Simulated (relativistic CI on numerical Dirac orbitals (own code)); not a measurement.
**One change at a time: Se³³⁺**

Base calculation: Dirac-Coulomb-Breit CI, orbitals from a KLI potential per configuration, model QED (radiative potential, 1s self-energy scaled to tabulated hydrogen-like ionisation energies).

Configurations in the expansion: 1s, 2s, 2p, 3s, 3p, 3d, 4s, 4p, 4d, 4f, 5s, 5p, 5d, 5f, 5g, 6s, 6p, 6d. Levels of other configurations are missing.

The lowest level and the first level of each name with at least 55 % of one term (blank where a level has no safe partner in the second run):

```csv
Level,Base (eV),Shift (eV)
1s 2S_1/2,0.0,0.0
2p 2P°_1/2,11957.9,-162.0
2s 2S_1/2,11959.3,-163.4
2p 2P°_3/2,12021.0,-225.1
3p 2P°_1/2,14192.8,-212.5
3s 2S_1/2,14193.3,-212.9
3d 2D_3/2,14211.5,-231.1
3p 2P°_3/2,14211.5,-231.2
3d 2D_5/2,14217.6,-237.2
4p 2P°_1/2,14972.5,-227.6
4s 2S_1/2,14972.7,-227.7
4d 2D_3/2,14980.3,-235.4
4p 2P°_3/2,14980.4,-235.4
4f 2F°_5/2,14982.9,-238.0
4d 2D_5/2,14982.9,-238.0
4f 2F°_7/2,14984.2,-239.2
5p 2P°_1/2,15332.2,-233.4
5s 2S_1/2,15332.3,-233.5
5d 2D_3/2,15336.3,-237.5
5p 2P°_3/2,15336.3,-237.5
5f 2F°_5/2,15337.6,-238.8
5d 2D_5/2,15337.6,-238.8
```

One thing was changed in a second run, which moved the levels as shown. Which?
A. QED terms removed
B. configuration mixing switched off
C. non-relativistic limit
D. Breit term removed

C. Non-relativistic limit. Without relativity the fine structure collapses and s electrons lose their extra binding.
